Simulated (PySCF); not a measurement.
CH4Cl2Ge.

```xyz
8

Ge    -0.3721    -0.2862     0.0000
C      0.5521    -1.9813     0.0000
Cl     0.2442     0.8319     1.7454
Cl     0.2442     0.8319    -1.7454
H     -1.9023    -0.3282     0.0000
H      0.2800    -2.5542     0.8987
H      0.2800    -2.5542    -0.8987
H      1.6362    -1.8002     0.0000
```
Charge 0, spin multiplicity 1.

The structure is a stationary point at r2SCAN-D4/def2-SVP.

The numbers are results of PBE/pcSseg-1 (PySCF), not measurements. Non-relativistic, no solvent.

Question: Give the absolute GIAO shielding of each atom: isotropic value and principal components (ppm). (Estimate from the structure and the level; the computed values follow.)

Answer: 
| atom | σ(iso) | σ11 | σ22 | σ33 | span |
|---|---|---|---|---|---|
| Ge1 | 1126.2 | 1010.2 | 1170.8 | 1197.5 | 187.3 |
| C2 | 167.1 | 151.8 | 161.9 | 187.5 | 35.7 |
| Cl3 | 836.4 | 680.9 | 849.1 | 979.2 | 298.3 |
| Cl4 | 836.4 | 680.9 | 849.1 | 979.2 | 298.3 |
| H5 | 24.6 | 17.9 | 19.5 | 36.5 | 18.6 |
| H6 | 30.2 | 25.4 | 27.4 | 37.8 | 12.4 |
| H7 | 30.2 | 25.4 | 27.4 | 37.8 | 12.4 |
| H8 | 29.9 | 25.9 | 27.8 | 36.0 | 10.1 |
